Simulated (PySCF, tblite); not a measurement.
Compound: C3H10F3NSi2.
Cartesian coordinates in Å at the GFN2-xTB level; atoms count from 1:
```xyz
19
C3H10F3NSi2 angstrom
C     -2.5842   -0.8475   -0.4231
C     -1.7224   -0.1302    0.6115
Si    -0.1909    0.6807   -0.1578
N      0.8562   -0.4563   -0.9042
Si     2.6002   -0.6905   -0.8482
C      0.8535    1.4224    1.2973
F      1.9187    2.1317    0.8688
F      1.3473    0.4913    2.1396
F      0.1397    2.2717    2.0674
H     -3.4585   -1.2943    0.0458
H     -2.0206   -1.6389   -0.9114
H     -2.9240   -0.1527   -1.1871
H     -2.3301    0.6246    1.1130
H     -1.4225   -0.8477    1.3793
H     -0.5053    1.8452   -0.9963
H      0.3822   -1.0928   -1.5249
H      2.8509   -1.6378   -1.9373
H      2.9561   -1.2658    0.4472
H      3.2436    0.5963   -1.0872
```

Jobs on this species (19 atoms, 90 electrons) with PySCF (density fitting) and tblite. Hardware of each: Arm Neoverse V1, one thread, shared host. Times come from a shared host and carry two figures at best.

```tsv
level and settings	work	basis functions	SCF cycles	wall time
GFN2-xTB	L-BFGS relaxation	–	–	?
GFN2-xTB	Hessian by finite differences	–	–	0.91 s
PBE0/pcSseg-1	shieldings, charges and field gradients, density and orbital grids written	217	13	58 s
```

Task: Fill in the missing figures.

Result: 
- GFN2-xTB; L-BFGS relaxation: 1.4 s

Task: What do all jobs in the table cost together?

Result: About 60 s; the longest takes about 96 % of that, and about 64 times as long as the shortest.
